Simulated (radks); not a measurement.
The numbers below are computed, except where a source is named.
Task: These are the eigenvalues of the occupied orbitals of an atom or ion with whole-number occupations (eV). Code: a radial shooting solver on a logarithmic mesh with Libxc functionals. Model: Dirac Kohn-Sham, exchange-only PBE, spin-unpolarised, spherical densities, finite nucleus; Fermi nuclear charge, rms radius of each element as measured or else 0.836 A^(1/3) + 0.57 fm.

| orbital | eigenvalue |
|---|---|
| 1s1/2 | -18810.16 |
| 2s1/2 | -3443.210 |
| 2p1/2 | -3241.767 |
| 2p3/2 | -3154.619 |
| 3s1/2 | -1210.732 |
| 3p1/2 | -1139.593 |
| 3p3/2 | -1120.453 |

Which element is it, and in what charge state? The configuration may be excited. Open shells, if any, fill j = l - 1/2 first.

Result: Z = 40, zirconium, charge +23: Zr23+ in [Ne] 3s2 3p5. The list shows which subshells hold electrons but not how many an open one holds; the 1s level, -691.26 hartree, gives Z - s = 37.2 by -(Z - s)^2/2, which with screening and relativity narrows Z to a few neighbours, and the depths of the outer levels then fix element, charge and occupations together.
